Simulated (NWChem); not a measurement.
System: CCl3, doublet; SMILES Cl[C](Cl)Cl

All runs: NWChem. Spin-unrestricted. In the optimisation the excess spin sits in a (C3, its own frame). All runs use the structure optimised with PBE0/def2-SVP, spin-unrestricted. No stability test was run on the SCF state. Level MN15/def2-SVP: energy and gradient on several grids; changes count from the extra-fine grid, which is no exact limit either.

```csv
grid,size of the energy change (μHa),largest change of a gradient component (μHa/bohr),"time, medium = 1 (rough)"
xcoarse,800,300,about 1
coarse,80,100,about 1
medium,10,90,about 1
fine,< 10,60,about 1
xfine,< 10,< 30,2
```
